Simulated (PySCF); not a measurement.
# Property card for 2-vinylanisole, `C=CC1=CC=CC=C1OC`

Species: 2-vinylanisole, C9H10O.
Atom-mapped SMILES: `[CH2:1]=[CH:2][c:3]1[cH:4][cH:5][cH:6][cH:7][c:8]1[O:9][CH3:10]` (hydrogens: H11, H12 on C1; H13 on C2; H14 on C4; H15 on C5; H16 on C6; H17 on C7; H18, H19, H20 on C10)

Among its groups: C=C double bond, benzene ring and ether.

GFN2-xTB geometry:

```
Point group of the GFN2-xTB geometry                  : C1
Rotational constants A, B, C of the GFN2-xTB geometry : 1.644, 1.386, 0.758 GHz
```

PBE0/pcSseg-1 ground state and GIAO shieldings, non-relativistic (PySCF):

```
Dipole moment                                               : 1.72 D
HOMO energy                                                 : -6.20 eV
LUMO energy                                                 : -0.92 eV
HOMO–LUMO gap                                               : 5.28 eV
Lowest Hirshfeld atomic charge                              : -0.10 e on C1
Highest Hirshfeld atomic charge                             : +0.08 e on C8
13C chemical shifts (computed TMS as zero) by class         : 163.0 (C8), 138.6 (C2), 134.4 (C6), 131.6 (C3), 130.0 (C4), 125.4 (C5), 117.6 (C1), 112.7 (C7), 55.8 (C10) ppm
1H chemical shifts (computed TMS as zero) by class          : 7.97 (H14), 7.61 (H13), 7.49 (H16), 7.22 (H15), 6.76 (H17), 6.02 (H11), 5.55 (H12), 3.99 (H18/H19/H20) ppm
Isotropic shieldings of nuclei other than C and H, by class : 236 (O9) ppm
Mayer bond orders between heavy atoms                       : C1–C2 1.94, C2–C3 1.13, C3–C4 1.44, C4–C5 1.45, C5–C6 1.43, C6–C7 1.44, C7–C8 1.39, C8–O9 1.02, O9–C10 0.91, C8–C3 1.28
```

Monoisotopic mass from the formula: 134.0732 u.

A dipole of 1.72 D is allowed in C1, and pure rotational transitions are dipole-allowed. In atomic units the dipole is 0.68 e·bohr (1 au = 2.5417 D). With B = h/(8π²I), that is 505.379 GHz u Å² over I, the principal moments of inertia are 307.4, 364.6 and 666.9 u Å² (most abundant isotopes). The rotational constants make it an asymmetric top with κ = (2B − A − C)/(A − C) = 0.42, nearer the oblate limit (+1).

Isolated species at its GFN2-xTB geometry (one conformer only). NMR classes are plain means over equivalent atoms (diastereotopic ones count apart unless rotation or inversion swaps them), as if these changed places fast; in this geometry the members of some classes differ.

Conformer computed: `[CH2:1]=[CH:2][c:3]1[cH:4][cH:5][cH:6][cH:7][c:8]1[O:9][CH3:10]`: C1–C2–C3–C4 17°, C7–C8–O9–C10 0°.
